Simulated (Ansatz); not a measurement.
Scan of H3P (cation, charge +1), doublet: map of symmetric stretch and umbrella angle. Scanned: P-H bond length and angle between the P-H bonds and the threefold axis (90 = planar).

Method: full CI/cc-pVDZ, frozen core (Ansatz, a first-principles code).

Energy in kcal/mol above the lowest grid point; x is the P-H bond length (Å), y the angle between the P-H bonds and the threefold axis (90 = planar) (°).

| y \ x | 1.23 | 1.29 | 1.37 | 1.44 | 1.51 | 1.57 | 1.61 | 1.68 | 1.75 |
|---|---|---|---|---|---|---|---|---|---|
| 130 | 82.0 | 58.2 | 41.7 | 37.8 | 40.8 | 47.2 | 52.9 | 64.8 | 78.1 |
| 126.99 | 70.7 | 47.3 | 31.5 | 28.1 | 31.7 | 38.6 | 44.6 | 57.0 | 71.0 |
| 122.03 | 55.8 | 33.1 | 18.2 | 15.6 | 20.0 | 27.6 | 34.0 | 47.3 | 62.0 |
| 118.07 | 47.1 | 24.8 | 10.5 | 8.5 | 13.4 | 21.4 | 28.2 | 41.9 | 57.1 |
| 114.76 | 41.8 | 19.8 | 6.0 | 4.4 | 9.6 | 17.9 | 24.9 | 38.9 | 54.4 |
| 110.78 | 37.6 | 16.0 | 2.6 | 1.3 | 6.9 | 15.5 | 22.6 | 36.9 | 52.7 |
| 105.48 | 35.0 | 13.8 | 0.9 | 0.0 | 5.9 | 14.8 | 22.1 | 36.6 | 52.6 |
| 101.42 | 34.8 | 13.8 | 1.2 | 0.5 | 6.7 | 15.7 | 23.0 | 37.7 | 53.8 |
| 97.23 | 35.4 | 14.6 | 2.2 | 1.7 | 8.0 | 17.2 | 24.6 | 39.5 | 55.6 |
| 94.65 | 35.9 | 15.1 | 2.8 | 2.5 | 8.8 | 18.0 | 25.5 | 40.4 | 56.7 |
| 90 | 36.3 | 15.6 | 3.4 | 3.1 | 9.5 | 18.8 | 26.3 | 41.2 | 57.5 |

Points that lie below all their neighbours on the grid: x = 1.44, y = 105.48 (0.0 kcal/mol).
